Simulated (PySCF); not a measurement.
Se(NH2)(OSiH3) (H5NOSeSi), SMILES N[Se]O[SiH3]. Geometry optimised at B3LYP-D3(BJ)/def2-SVP. The structure was generated by enumeration, and PubChem lists no compound with its InChIKey, so it may never have been made. One conformer was computed; it need not be the lowest.

Computed equilibrium geometry at B3LYP-D3(BJ)/def2-SVP (PySCF confirms it by a frequency run) as Cartesian coordinates in Å (one conformer of several):
```xyz
9

Se    -0.7263     0.0345     0.6479
N     -0.8303     1.7844     0.2357
H     -0.2459     2.4070     0.7904
H     -0.8134     2.0179    -0.7549
O      1.0056    -0.4441     0.1914
Si     1.3612    -0.8356    -1.4008
H      0.6308    -2.0570    -1.8496
H      2.8293    -1.0707    -1.4665
H      1.0017     0.2905    -2.3181
```
